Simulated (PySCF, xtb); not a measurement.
C₃H₉Ge, SMILES [C](C)(C)[GeH3] (connectivity only; charge and spin as stated), charge +1, multiplicity 1.

xtb 6.7.1 with GFN2-xTB at its own geometry gives an orbital gap of 2.42 eV.

Geometry: PBE0-D3(BJ)/def2-SVP. The multiplicity is an assumed one; no other spin state was optimised. The isomer is the one that the SMILES or the coordinates give; other isomers of the formula were not compared.

### Question
What does PBE/def2-TZVP run with PySCF give? (An estimate is asked for; the answer gives what the named calculation found.)

### Answer
gap 3.40 eV (levels -12.97 and -9.57 eV).
